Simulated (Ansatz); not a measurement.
C2H8SSi2, SMILES `SC1[SiH2]C[SiH2]1`, 13 atoms. Total charge 0; spin multiplicity 1. All runs use 4 threads of a server CPU on a shared host. Correlated methods freeze the cores.

Problem. How many basis functions does each run have, and how long does it take in Ansatz? RKS PBE0-D4/def2-TZVPP energy; RHF-CCSD(T)/def2-SVP energy; RKS B97M-V/def2-TZVPP energy; RKS PBE0-D4/def2-SVP energy; RKS BHLYP-D4/def2-TZVPP energy; RKS PBE0-D4/def2-TZVP relaxation (10 steps); RKS ωB97M-V/def2-QZVPP energy; direct RPA on PBE orbitals/def2-TZVPP energy; RKS ωB97M-V/def2-SVP energy; RKS PBE0-D4/def2-QZVPP energy; RKS ωB97X-V/def2-TZVPP energy; RHF-MP2/def2-QZVPP energy. (An estimate is asked.)

Solution. Computed: Other jobs shared the machine, so times are rough.

| level | job | functions | wall time | peak host memory (GiB) |
| --- | --- | --- | --- | --- |
| RKS PBE0-D4/def2-SVP | energy | 122 | 1.7 s | 0.33 |
| RKS ωB97M-V/def2-SVP | energy | 122 | 4.5 s | 0.45 |
| RKS PBE0-D4/def2-TZVPP | energy | 300 | 5 s | 1 |
| RHF-CCSD(T)/def2-SVP | energy | 122 | 5.5 s | 0.62 |
| RKS BHLYP-D4/def2-TZVPP | energy | 300 | 5.5 s | 1 |
| direct RPA on PBE orbitals/def2-TZVPP | energy | 300 | 6 s | 0.88 |
| RKS B97M-V/def2-TZVPP | energy | 300 | 8 s | 0.62 |
| RKS ωB97X-V/def2-TZVPP | energy | 300 | 11 s | 1.2 |
| RKS PBE0-D4/def2-QZVPP | energy | 564 | 14 s | 2.5 |
| RKS ωB97M-V/def2-QZVPP | energy | 564 | 24 s | 3.1 |
| RHF-MP2/def2-QZVPP | energy | 564 | 31 s | 4.6 |
| RKS PBE0-D4/def2-TZVP | relaxation (10 steps) | 221 | 45 s | 0.72 |
